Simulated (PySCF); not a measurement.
Structure problem from calculated spectra and properties.

Elements present: C, Cl, H, P and Si. Monoisotopic mass: 209.8811 u.

* NMR, other nuclei: isotropic shieldings of nuclei other than C and H, by class: 363 (1 Si), 370 (1 Si), 607 (1 P), 708 (2 Cl), 970 (1 Cl) ppm [GIAO PBE0/pcSseg-1]
* Rotational structure: rotational constants A, B, C: 1.098, 0.642, 0.541 GHz [GFN2-xTB]
* Polarisability: 129.1 au [CAM-B3LYP/def2-SVPD]
* UV, strongest line: among the 8 lowest singlet transitions: S5 at 6.68 eV (185 nm, f = 0.073) [TDDFT CAM-B3LYP/def2-SVPD]
* UV, first state: lowest singlet excitation: 5.77 eV (215 nm, f = 0.024) [TDDFT CAM-B3LYP/def2-SVPD]
* 13C NMR: chemical shifts (computed TMS as zero) by class: 71.1 (1 C) ppm [GIAO PBE0/pcSseg-1]
* Dipole: 1.51 D [CAM-B3LYP/def2-SVPD]

Gas-phase values; electronic properties from PySCF, density fitting. Levels stand in brackets. Isolated species at its GFN2-xTB geometry (one conformer only). Each NMR value is the plain mean over a class of atoms that symmetry, rotation or inversion makes alike.

Task: Which formula fits the mass and the elements?

Result: CH6Cl3PSi2 (calculated 209.8811). No other formula that holds each of these elements comes within 0.0003 u with a fitting electron parity and a possible valence count.

Task: What is the compound? Reason from the data.

Result: Numbering: `[Cl:1][SiH2:2][PH:3][SiH2:4][CH:5]([Cl:6])[Cl:7]`. The one carbon: CHCl2 carbon [C5] (71.1 ppm). The other shieldings belong to: 363 ppm, chlorine-bound silicon [Si2]; 370 ppm, SiH2 silicon [Si4]; 607 ppm, three-coordinate phosphorus [P3]; 708 ppm, alkyl chlorine [Cl6/Cl7]; 970 ppm, silicon-bound chlorine [Cl1]. The optimised geometry has point group C1 and is an asymmetric top. Structure: `Cl[SiH2]P[SiH2]C(Cl)Cl`. The assignments are read from this structure; whether some other isomer fits the data as well wasn't checked. NMR values of atoms bound to several Cl lack the spin–orbit term that these neighbours bring.

Shape of the structure used: `[Cl:1][SiH2:2][PH:3][SiH2:4][CH:5]([Cl:6])[Cl:7]`: Cl1–Si2–P3–Si4 -46°, Si2–P3–Si4–C5 -68°, P3–Si4–C5–Cl6 -30°.
